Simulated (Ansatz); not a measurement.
Mulliken charges of CH₅NSSi (`N[SiH]1CS1`) from PBE/def2-TZVPP in Ansatz (PBE0-D4/def2-TZVP geometry).

```
atom   x (Å)   y (Å)   z (Å)  charge (e)
  N1  -0.523   1.290  -0.896      -0.390
 Si2   0.327  -0.117  -0.467       0.384
  C3   0.303  -0.769   1.241      -0.227
  S4  -0.594  -1.919   0.050      -0.251
  H5  -0.359   1.721  -1.791       0.158
  H6  -1.454   1.468  -0.557       0.162
  H7   1.569  -0.159  -1.263      -0.061
  H8  -0.364  -0.335   1.981       0.111
  H9   1.182  -1.227   1.685       0.113
```

Question: By hand: the dipole of these point charges (1 e Å = 4.8032 D).

Answer: Σ q r = (0.115, 0.452, -0.010) e Å, of length 0.467 e Å = 2.24 D.

Question: How does the dipole of the full density compare? (Estimate.)

Answer: The calculation gave: (-0.016, 0.497, -0.114) e Å, 2.45 D; the point charges give 0.91 times that, at 20° from its direction.

Point charges leave out the atoms' own dipoles, such as those of lone pairs, and Mulliken's split depends on the basis, so the two needn't agree.
